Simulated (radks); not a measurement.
The numbers below are computed, except where a source is named.
Problem. Ionisation of the manganese ion Mn2+, [Ar] 3d5, to Mn3+, [Ar] 3d4, under several functionals. Dirac Kohn-Sham, spin-unpolarised, spherical densities, finite nucleus; open shells fill j = l - 1/2 first; a radial shooting solver on a logarithmic mesh with Libxc functionals. Known Delta-SCF values: AM05 32.391 eV; RPBE 32.336 eV; BLYP 32.427 eV. What does PW91 give, and what is its highest occupied eigenvalue?

Solution. 32.527 eV by Delta-SCF; the 3d5/2 eigenvalue is -24.323 eV. NIST: 33.67 eV (measured).

Beside tabulated values, note that spin-unpolarised runs miss the spin-polarisation part of the exchange energy of open shells.
